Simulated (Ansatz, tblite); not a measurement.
Forces on (HZn-mu-OH)2 (Zn2O2H4) at its r2SCAN-D4/def2-SVP geometry. Charge 0, multiplicity 1.

The xTB rows come from tblite.

GFN1-xTB (tblite), largest force 1.19 eV/Å:

```xyz
8
positions Å, forces eV/Å
Zn   -0.117   -1.341   -0.617   -0.032   -0.368   -0.169
H    -0.238   -2.725   -1.254    0.030    0.345    0.159
O     1.218   -0.167    0.132    1.173   -0.160    0.126
Zn    0.117    1.341    0.617    0.032    0.368    0.169
H     0.238    2.726    1.252   -0.030   -0.345   -0.158
O    -1.218    0.166   -0.131   -1.173    0.161   -0.127
H     2.165   -0.296    0.234   -0.123    0.017   -0.013
H    -2.165    0.296   -0.233    0.123   -0.017    0.014
```

GFN2-xTB (tblite), largest force 0.76 eV/Å:

```
Zn -0.046 -0.520 -0.240
H 0.060 0.689 0.318
O 0.416 -0.056 0.044
Zn 0.045 0.520 0.239
H -0.060 -0.689 -0.316
O -0.416 0.057 -0.046
H -0.091 0.012 -0.009
H 0.091 -0.013 0.010
```

PBE-D4/def2-TZVP (Ansatz), largest force 0.63 eV/Å:

```
Zn -0.050 -0.570 -0.263
H -0.006 -0.073 -0.034
O 0.262 -0.036 0.029
Zn 0.050 0.570 0.262
H 0.006 0.073 0.034
O -0.262 0.036 -0.028
H 0.189 -0.026 0.020
H -0.189 0.026 -0.021
```
